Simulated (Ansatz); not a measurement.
Correlation energies of AsGaH₆O₃, SMILES `[OH][Ga-]([OH])([OH])[AsH3+]` by basis set

Cartesian coordinates in Å:
```
O -0.887 1.924 -0.433
Ga -0.951 0.134 -0.289
O -1.714 -0.541 1.188
O -0.900 -0.958 -1.721
As 1.527 -0.159 0.760
H -0.804 2.238 -1.334
H -2.082 -1.413 1.029
H -0.760 -0.514 -2.558
H 1.992 -1.523 1.207
H 1.766 0.556 2.066
H 2.813 0.258 0.086
```

The species carries charge 0 and has multiplicity 1. Correlated methods include outer-core shells of As, Ga, which these sets cover unevenly. Scalar relativity is left out up to krypton. The structure was optimised at the PBE0-D4/def2-TZVP level. It is one conformer, not always the lowest. Frozen core, restricted reference, Ansatz.

| basis | HF (Eh) | MP2 corr. |
| --- | --- | --- |
| def2-SVP | -4384.89882 | -1.03440 |
| def2-TZVPP | -4385.72391 | -1.24981 |
| def2-QZVPP | -4385.82126 | -1.83990 |

Estimate the CCSD correlation energy and the (T) correction in each basis where they were run (hartree).


```tsv
basis	CCSD corr.	(T)
def2-SVP	-1.05034	-0.02612
```
